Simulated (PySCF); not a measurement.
PySCF input for H4NbO4, SMILES [OH][Nb]([OH])([OH])[OH] (connectivity only; charge and spin as stated), neutral, multiplicity 2, C-PCM-PBE0/def2-SVP. Geometry optimised at B3LYP-D3(BJ)/def2-SVP. The spin state was assumed, not searched. The def2 effective core potentials stand for the cores of Nb; spin–orbit coupling is left out. One conformer was computed; it need not be the lowest.

```python
import numpy as np
from pyscf import gto, scf, dft
from pyscf.solvent import pcm

mol = gto.M(
    atom='''
    Nb    0.00000000    0.00000000   -0.00000000
    O     0.74026759    1.22768644   -1.26823437
    H     1.53032682    1.78018110   -1.25071723
    O    -0.74026760    1.22768639    1.26823441
    H    -1.53032682    1.78018105    1.25071730
    O    -0.74026760   -1.22768640   -1.26823440
    H    -1.53032682   -1.78018106   -1.25071729
    O     0.74026760   -1.22768644    1.26823437
    H     1.53032682   -1.78018109    1.25071723
    ''',
    basis='def2-SVP',
    ecp={'Nb': 'def2-svp'},
    charge=0,
    spin=1,
    max_memory=1600,
    verbose=3,
)
mf = dft.UKS(mol, xc='pbe0').density_fit(auxbasis='def2-universal-jkfit')
mf.grids.level = 3
mf.conv_tol = 1e-9
mf.max_cycle = 100
mf.kernel()
fine, coarse = mf.grids, dft.Grids(mol).set(level=1).build(with_non0tab=True)
for _ in range(3):  # follow internal instabilities
    mf.grids = coarse
    mo, _, stable, _ = mf.stability(return_status=True, nroots=4)
    mf.grids = fine
    if stable:
        break
    mf.kernel(mf.make_rdm1(mo, mf.mo_occ))
res = {}
for name, eps in {'water': 78.355, 'tetrahydrofuran': 7.4257, '1-octanol': 9.8629}.items():
    s = mf.PCM()
    s.with_solvent.method, s.with_solvent.eps, s.with_solvent.lebedev_order = 'C-PCM', eps, 29
    s.kernel(mf.make_rdm1())
    res[name] = (s.e_tot, eps, s.dip_moment(), s.mo_energy, s.converged)
    print(f'{name}: electrostatic solvation free energy {(s.e_tot - mf.e_tot) * 627.509474:.3f} kcal/mol')
```

Output:

```

WARN: HOMO -0.581341810445569 >= LUMO -0.581341810445572

converged SCF energy = -359.885012655537  <S^2> = 0.75206447  2S+1 = 2.0020634
<class 'pyscf.df.df_jk.DFUKS'> wavefunction is stable in the internal stability analysis

WARN: PCM is an experimental feature. It is still in testing.
Features and APIs may be changed in the future.

converged SCF energy = -359.907433291397  <S^2> = 0.75212117  2S+1 = 2.00212
Dipole moment(X, Y, Z, Debye): -0.00001, -0.00002,  0.00003
water: electrostatic solvation free energy -14.069 kcal/mol

WARN: PCM is an experimental feature. It is still in testing.
Features and APIs may be changed in the future.

converged SCF energy = -359.90441787108  <S^2> = 0.75211333  2S+1 = 2.0021122
Dipole moment(X, Y, Z, Debye): -0.00001, -0.00002,  0.00003
tetrahydrofuran: electrostatic solvation free energy -12.177 kcal/mol

WARN: PCM is an experimental feature. It is still in testing.
Features and APIs may be changed in the future.

converged SCF energy = -359.905233439748  <S^2> = 0.75211545  2S+1 = 2.0021143
Dipole moment(X, Y, Z, Debye): -0.00001, -0.00002,  0.00003
1-octanol: electrostatic solvation free energy -12.689 kcal/mol
```

The run converged.

Cost: roughly 2.7 core-minutes.
